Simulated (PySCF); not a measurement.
**Diatomics of F with group 14**

PBE0 with double-zeta basis sets in PySCF, for the lowest determinant that a PBE0 search found; no spin–orbit coupling. De refers to high-spin ground-configuration atoms. A positive dipole means M(−)F(+).

```
 M       basis  state (unpaired electrons)  Re (Å)  ωe (cm⁻¹)  De (eV)  μ (D)
 C   def2-SVPD               doublet (π ↑)   1.270       1341     5.85   0.79
Ge    def2-SVP               doublet (π ↑)   1.757        689     5.13  -1.78
Sn  x2c-SVPall               doublet (π ↑)   1.959        613     4.69  -2.61
Pb    def2-SVP               doublet (π ↑)   2.065        550     4.30  -3.46
```

The shortest bond is that of CF (1.270 Å), the longest that of PbF (2.065 Å). CF is bound most strongly (5.85 eV) and PbF least (4.30 eV).

The rows differ in basis set, which adds steps of its own.

Relativity is treated differently too: C no relativity; Ge no relativity; Sn spin-free X2C; Pb scalar-relativistic core potentials.

Down a group bonds as a rule get longer and wavenumbers fall, partly through the reduced mass; this series shows no clear exception.

These are scalar-relativistic numbers at best; spin–orbit coupling would shift them, the dissociation energy most. States were picked by a PBE0 search and need not be the measured ground states.
